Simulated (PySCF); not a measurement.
Computed IR spectrum (relative IR intensity) of a molecule C₄H₆ClF. Geometry optimised at r2SCAN-D4/def2-SVP. The values are those of a single conformer. All values below come from PySCF with r2SCAN-D4/def2-SVP. Frequencies are harmonic and unscaled.

Lines under 2 % of the strongest are left out, and lines within 2 cm⁻¹ are merged.

```json
[
 {"ν (cm⁻¹)": "256", "relative intensity": "5.6"},
 {"ν (cm⁻¹)": "293", "relative intensity": "4.0"},
 {"ν (cm⁻¹)": "357", "relative intensity": "2.2"},
 {"ν (cm⁻¹)": "467", "relative intensity": "4.1"},
 {"ν (cm⁻¹)": "562", "relative intensity": "8.8"},
 {"ν (cm⁻¹)": "722", "relative intensity": "8.2"},
 {"ν (cm⁻¹)": "801", "relative intensity": "12"},
 {"ν (cm⁻¹)": "826", "relative intensity": "19"},
 {"ν (cm⁻¹)": "939", "relative intensity": "50"},
 {"ν (cm⁻¹)": "1052", "relative intensity": "22"},
 {"ν (cm⁻¹)": "1083", "relative intensity": "8.4"},
 {"ν (cm⁻¹)": "1123", "relative intensity": "80"},
 {"ν (cm⁻¹)": "1176", "relative intensity": "100"},
 {"ν (cm⁻¹)": "1280", "relative intensity": "14"},
 {"ν (cm⁻¹)": "1304", "relative intensity": "4.0"},
 {"ν (cm⁻¹)": "1362", "relative intensity": "3.1"},
 {"ν (cm⁻¹)": "1383", "relative intensity": "3.6"},
 {"ν (cm⁻¹)": "1442", "relative intensity": "5.5"},
 {"ν (cm⁻¹)": "1466", "relative intensity": "9.2"},
 {"ν (cm⁻¹)": "1479", "relative intensity": "8.3"},
 {"ν (cm⁻¹)": "1732", "relative intensity": "21"},
 {"ν (cm⁻¹)": "3035", "relative intensity": "16"},
 {"ν (cm⁻¹)": "3042", "relative intensity": "29"},
 {"ν (cm⁻¹)": "3107", "relative intensity": "2.2"},
 {"ν (cm⁻¹)": "3143", "relative intensity": "20"},
 {"ν (cm⁻¹)": "3147", "relative intensity": "16"},
 {"ν (cm⁻¹)": "3221", "relative intensity": "3.2"}
]
```

Question: Which structure fits?
A. F[C@H](Cl)C1CC1
B. C[C@H]1C[C@]1(F)Cl
C. C[C@@H](F)/C=C\Cl
D. CC/C(Cl)=C\F

Answer: D, CC/C(Cl)=C\F
